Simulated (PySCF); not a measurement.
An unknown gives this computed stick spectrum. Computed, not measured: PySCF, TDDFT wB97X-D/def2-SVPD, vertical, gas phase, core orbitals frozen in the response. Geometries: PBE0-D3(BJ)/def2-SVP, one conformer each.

```tsv
state	λ (nm)	f
S1	215.7	0.0009
S2	195.2	0.0042
S3	165.5	0.022
S4	160.2	0.029
S5	156.0	0.010
S6	155.9	0.0080
S7	145.9	0.030
S8	143.4	0.023
S9	140.5	0.019
S10	139.7	0.0089
```

Triplets computed (Tamm–Dancoff): 5.27, 5.86, 7.20, 7.58 eV.

**Question.** Which structure fits?
A. `C[C@H]1C=C1Cl`
B. `C[C@@H]1BCCC1`
C. `N#CC[C@H]1C=N1`

**Answer.** B. Its S1 lies at 5.75 eV; the nearest of the others has S1 at 5.23 eV. S1 is HOMO→LUMO (94%). Löwdin shares by element: HOMO carbon 48% or more, boron 24% (atoms not listed hold the other 29%); LUMO boron 45%, carbon 24% or more, hydrogen 10% or more (atoms not listed hold the other 21%). At the same level the other candidates give, for their lowest levels:
- `C[C@H]1C=C1Cl`: 198 nm (f 0.108); 192 nm (f 0.004); 184 nm (f 0.003); 173 nm (f 0.001); 166 nm (f 0.011); T1 4.16 eV; HOMO -9.03, LUMO 1.65 eV
- `N#CC[C@H]1C=N1`: 237 nm (f 0.000); 173 nm (f 0.034); 162 nm (f 0.001); 159 nm (f 0.001); 155 nm (f 0.014); T1 4.55 eV; HOMO -10.40, LUMO 0.65 eV
